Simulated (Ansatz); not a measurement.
Calculated with Ansatz (gas phase, PBE0-D4/def2-TZVP geometries, no zero-point term in ΔE). CBS: MP2 limit from def2 TZ/QZ plus the TZ coupled-cluster correction, frozen cores. DFT in def2-TZVPP. For Br, Ge outer-core shells are correlated without core-valence functions, which leaves a few kJ/mol of doubt a bond. Scalar relativity is left out up to krypton. Each species was taken in one conformer, which may not be the lowest.

`[Cl][GeH2][Br]` + `O[SiH2]F` → `F[SiH2][O][GeH2][Cl]` + HBr  (ligand exchange at a Ge–Br bond)

`[Cl][GeH2][Br]`:

Z-matrix (Å, degrees):
```
Ge
Cl 1 2.141
Br 1 2.293 2 108.7
H 1 1.529 2 108.0 3 117.3
H 1 1.529 2 108.0 3 -117.3
```

`O[SiH2]F`:

```xyz
6

O     1.106   -0.244   -0.580
Si   -0.349   -0.115    0.142
F    -1.280    0.924   -0.634
H     1.727    0.482   -0.511
H    -0.975   -1.447    0.057
H    -0.229    0.400    1.526
```

`F[SiH2][O][GeH2][Cl]`:

Z-matrix (Å, degrees):
```
Si
O 1 1.623
F 1 1.597 2 109.6
H 1 1.479 2 111.5 3 -118.2
H 1 1.477 2 107.7 3 117.1
Ge 2 1.763 1 137.7 3 55.8
Cl 6 2.146 2 107.7 1 35.2
H 6 1.529 2 109.1 1 -82.0
H 6 1.528 2 106.7 1 151.6
```

HBr:

```xyz
2

Br   -0.521    0.311    0.369
H     0.521   -0.311   -0.369
```

```
      level  ΔE (eV)
        PBE     0.44
    r2SCANh     0.37
    LC-ωPBE     0.34
HF/def2-SVP     0.21
```

(1) What does CCSD(T)/CBS give? (Best estimate.)

Largest T1 diagnostic among the species: 0.011.

Answers

(1) The calculation gave: +0.31 eV. The listed levels differ from it by 0.13, 0.06, 0.03, -0.10 eV.

At CCSD(T), def2-SVP lies −0.17 eV from the extrapolated value and def2-TZVPP −0.05 eV. The D4 term adds −0.05 eV with B3LYP and −0.03 eV with PBE0; it sums over pairs of atoms, weighted by their polarisabilities, and B3LYP, whose exchange is more repulsive, gets the larger term.

B3LYP here is the variant with VWN-RPA as its local correlation; programs differ in this.
